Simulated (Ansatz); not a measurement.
Tuning the range parameter of LC-ωPBE so that −HOMO meets the ionisation energy; basis def2-TZVP, Ansatz. System: In(PF3)H3 (InPH₃F₃). Charge 0, multiplicity 1. Geometry: r2SCAN-D4/def2-SVP. The ionised state is a doublet.

Geometry of the singlet:

| atom | x (Å) | y (Å) | z (Å) |
| --- | --- | --- | --- |
| In1 | -1.397 | -0.733 | -0.556 |
| P2 | 0.967 | 0.504 | 0.387 |
| F3 | 1.401 | 0.284 | 1.899 |
| F4 | 1.062 | 2.088 | 0.333 |
| F5 | 2.346 | 0.151 | -0.318 |
| H6 | -1.215 | -0.040 | -2.133 |
| H7 | -2.373 | 0.069 | 0.628 |
| H8 | -0.791 | -2.323 | -0.240 |

In the def2 sets In takes a core potential; there is no spin–orbit coupling.

```
ω (1/bohr)  HOMO (eV)  LUMO (eV)  vertical IE (eV)  HOMO + IE (eV)
       0.1      -8.47      -0.70             10.14            1.67
      0.15      -9.06      -0.16             10.20            1.13
       0.2      -9.57       0.27             10.28            0.71
       0.3     -10.35       0.83             10.47            0.12
```

(1) Where does the tuning condition hold?

Answers

(1) Not within the range that was run.
